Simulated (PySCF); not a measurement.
Te(NH2)(OSiH3) (H5NOSiTe), SMILES [SiH3]O[Te]N. Geometry optimised at PBE-D3(BJ)/def2-SVP. The def2 effective core potentials stand for the cores of Te; spin–orbit coupling is left out. The values are those of a single conformer.

Computed equilibrium geometry at PBE-D3(BJ)/def2-SVP (PySCF confirms it by a frequency run) as Cartesian coordinates in Å (one conformer of several):
```xyz
9

Te    -0.6017     0.0415     0.5694
N     -0.6842     1.9825     0.0032
H     -0.0188     2.5975     0.4853
H     -0.6555     2.1367    -1.0110
O      1.2820    -0.5540    -0.0012
Si     1.5402    -0.9411    -1.6236
H      0.7262    -2.1292    -2.0700
H      3.0038    -1.2543    -1.7631
H      1.2033     0.2193    -2.5317
```
Charge 0, spin multiplicity 1.
